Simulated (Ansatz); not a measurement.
ZrAg₄⁺, 5 atoms. Hardware: 4 threads of Arm Neoverse V1 on a shared host.

In the def2 sets Ag, Zr take a core potential; there is no spin–orbit coupling. Correlated methods freeze no core orbitals; core or outer-core shells of Zr, Ag are correlated, in sets that lack core-valence functions.

(1) How many basis functions does each of these Ansatz runs have, and roughly what does it cost? MP2/def2-TZVP, charge 1 doublet, energy, from earlier orbitals; HSE06-D4/def2-TZVP, charge 1 doublet, energy, from earlier orbitals; LC-ωPBE/def2-TZVP, charge 1 doublet, energy, from earlier orbitals; PBE0-D4/def2-SVP, charge 1 doublet, energy with a search over starts; PBE-D4/def2-SVP, charge 1 doublet, energy, from earlier orbitals; r2SCAN-D4/def2-TZVP, charge 1 doublet, energy, from earlier orbitals; r2SCAN-D4/def2-SVP, charge 1 doublet, relaxation, 9 steps; HF/STO-3G, charge 1 doublet, energy; revPBE-D4/def2-TZVP, charge 1 doublet, energy, from earlier orbitals; PBE0-D4/def2-SVP, charge 1 doublet, energy, from earlier orbitals; PBE0-D4/def2-TZVP, charge 1 doublet, energy, from earlier orbitals; PBE-D4/def2-TZVP, charge 1 doublet, energy and forces, from earlier orbitals.

Answers

(1) Other jobs shared the machine, so times can vary by a factor of up to 3. A dash marks memory too small to be measured apart from the calling script's.

```tsv
run	functions	fitting or Cholesky vectors	wall time	peak host memory (GiB)
PBE-D4/def2-SVP, charge 1 doublet, energy, from earlier orbitals	155	1406	7 s	–
revPBE-D4/def2-TZVP, charge 1 doublet, energy, from earlier orbitals	200	1733	9.5 s	–
PBE-D4/def2-TZVP, charge 1 doublet, energy and forces, from earlier orbitals	200	1733	10 s	–
PBE0-D4/def2-SVP, charge 1 doublet, energy, from earlier orbitals	155	1642	16 s	0.74
HSE06-D4/def2-TZVP, charge 1 doublet, energy, from earlier orbitals	200	1943	17 s	1.1
MP2/def2-TZVP, charge 1 doublet, energy, from earlier orbitals	200	1926	19 s	0.9
PBE0-D4/def2-TZVP, charge 1 doublet, energy, from earlier orbitals	200	1943	24 s	1.1
r2SCAN-D4/def2-TZVP, charge 1 doublet, energy, from earlier orbitals	200	1733	24 s	0.58
PBE0-D4/def2-SVP, charge 1 doublet, energy with a search over starts	155	1642	33 s	0.8
LC-ωPBE/def2-TZVP, charge 1 doublet, energy, from earlier orbitals	200	1733	35 s	1.1
r2SCAN-D4/def2-SVP, charge 1 doublet, relaxation, 9 steps	155	1406	2.1 min	–
HF/STO-3G, charge 1 doublet, energy	135	1663	2.7 min	2.4
```
